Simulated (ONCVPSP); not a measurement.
## Reading a pseudo-wave (B)

Columns: radius, all-electron u(r) and pseudo u(r) of the 2s shell (level -31.47 eV) of boron in the configuration [He] 2s1; PBE, non-relativistic, ONCV scheme, ONCVPSP 4.0.1.

```json
{"r (bohr)": "0.068", "all-electron": "-0.2628", "pseudo": "0.0269"}
{"r (bohr)": "0.135", "all-electron": "-0.3611", "pseudo": "0.0552"}
{"r (bohr)": "0.202", "all-electron": "-0.3599", "pseudo": "0.0867"}
{"r (bohr)": "0.270", "all-electron": "-0.2976", "pseudo": "0.1231"}
{"r (bohr)": "0.338", "all-electron": "-0.2003", "pseudo": "0.1646"}
{"r (bohr)": "0.405", "all-electron": "-0.0873", "pseudo": "0.2107"}
{"r (bohr)": "0.473", "all-electron": "0.0334", "pseudo": "0.2624"}
{"r (bohr)": "0.540", "all-electron": "0.1508", "pseudo": "0.3179"}
{"r (bohr)": "0.608", "all-electron": "0.2637", "pseudo": "0.3777"}
{"r (bohr)": "0.675", "all-electron": "0.3660", "pseudo": "0.4389"}
{"r (bohr)": "0.742", "all-electron": "0.4577", "pseudo": "0.5008"}
{"r (bohr)": "0.810", "all-electron": "0.5392", "pseudo": "0.5623"}
{"r (bohr)": "0.878", "all-electron": "0.6091", "pseudo": "0.6203"}
{"r (bohr)": "0.945", "all-electron": "0.6672", "pseudo": "0.6721"}
{"r (bohr)": "1.013", "all-electron": "0.7159", "pseudo": "0.7177"}
{"r (bohr)": "1.080", "all-electron": "0.7541", "pseudo": "0.7546"}
{"r (bohr)": "1.148", "all-electron": "0.7835", "pseudo": "0.7836"}
{"r (bohr)": "1.215", "all-electron": "0.8038", "pseudo": "0.8038"}
{"r (bohr)": "1.283", "all-electron": "0.8164", "pseudo": "0.8164"}
{"r (bohr)": "1.350", "all-electron": "0.8217", "pseudo": "0.8217"}
{"r (bohr)": "1.418", "all-electron": "0.8207", "pseudo": "0.8207"}
{"r (bohr)": "1.485", "all-electron": "0.8142", "pseudo": "0.8142"}
{"r (bohr)": "1.553", "all-electron": "0.8028", "pseudo": "0.8028"}
{"r (bohr)": "1.620", "all-electron": "0.7874", "pseudo": "0.7874"}
{"r (bohr)": "1.688", "all-electron": "0.7685", "pseudo": "0.7685"}
{"r (bohr)": "1.755", "all-electron": "0.7471", "pseudo": "0.7471"}
```

(1) How many radial nodes do the two functions have?

(2) At about which radius was the pseudo-wave matched?

(3) Is the pseudo-wave norm-conserving?

Answers

(1) The all-electron 2s function has n − l − 1 = 1; the pseudo-wave has 0, since the states of the same l below it are removed with the core.

(2) 1.35 bohr. The columns agree to 0.0005 from 1.15 bohr on; several derivatives are matched, so the curves merge somewhat inside the radius.

(3) Yes: the ONCV scheme keeps the norm inside the radius equal to the all-electron one, which fixes the energy derivative of the logarithmic derivative at the level.
